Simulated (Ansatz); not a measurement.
The same β-hydride elimination along the group O, S, Se, Te.

Program: Ansatz. Geometries: PBE0-D4/def2-TZVP. ΔE: electronic, gas phase. CCSD(T)/CBS is the MP2 limit (def2-TZVPP, def2-QZVPP) plus CCSD(T) − MP2 in def2-TZVPP, frozen cores. This one scheme is used for every species. Functionals use def2-TZVPP. B3LYP here is the variant with VWN-RPA as its local correlation; programs differ in this. Elements past krypton have def2 core potentials. For Se, Te outer-core shells are correlated without core-valence functions, which leaves a few kJ/mol of doubt a bond. Scalar relativity is left out up to krypton. One conformer a species, not always the lowest.

| reaction | PBE0-D4 (kcal/mol) | B3LYP-D4 (kcal/mol) |
| --- | --- | --- |
| `CCO[SiH3]` → `O[SiH3]` + `C=C` | 20.3 | 16.0 |
| `CCS[SiH3]` → `[SiH3]S` + `C=C` | 27.8 | 22.3 |
| `CC[Se][SiH3]` → `[SiH3][SeH]` + `C=C` | 28.7 | 23.5 |
| `CC[Te][SiH3]` → `[SiH3][TeH]` + `C=C` | 30.0 | 24.9 |

(1) Give the CCSD(T)/CBS values in the same order. (An estimate is asked.)

Largest T1 diagnostic: 0.011, for `[SiH3]S`.

## Answers

(1) The calculation gave: 15.4, 23.5, 24.9, 27.2 kcal/mol.
